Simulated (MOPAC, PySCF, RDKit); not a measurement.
Dimer: CH5N (SMILES CN) (first 7 atoms) with CH2F2 (SMILES FCF); geometry from B3LYP-D3(BJ)/def2-TZVP, rigid monomers moved along the line of their centres of mass till N2···H11 is 2.70 Å.
(charge 0, multiplicity 1):
```xyz
12

C     -0.2824    -0.6010    -0.1669
N      0.2592     0.6147     0.4471
H     -1.0306    -1.0330     0.4979
H      0.5184    -1.3339    -0.2768
H     -0.7424    -0.4519    -1.1518
H     -0.4697     1.3086     0.5660
H      0.9680     1.0322    -0.1441
F     -1.0805    -1.2276     3.6108
C      0.0329    -0.5065     3.9542
F     -0.3615     0.5156     4.7712
H      0.4637    -0.0888     3.0433
H      0.6997    -1.1602     4.5193
```

Monomers are frozen at their geometry in the pair; levels with a basis set take the counterpoise correction. Rows marked so take none. RDKit's UFF carries no charges.

Rows in STO-3G carry no dispersion term and start afresh at each structure. The state that PM7 reach isn't checked; PM7 holds dispersion and hydrogen-bond terms.

Run with MOPAC for PM7 (differences of heats of formation); PySCF for STO-3G rows; RDKit for the force fields. Each number belongs to the level named beside it.

One of these levels gives -91.6 meV for the interaction energy. Name it.
A) HF/STO-3G (no counterpoise)
B) MMFF94
C) PM7
D) UFF

B, MMFF94. The others give -29.5 (UFF), -137.5 (PM7), -66.6 (HF/STO-3G (no counterpoise))
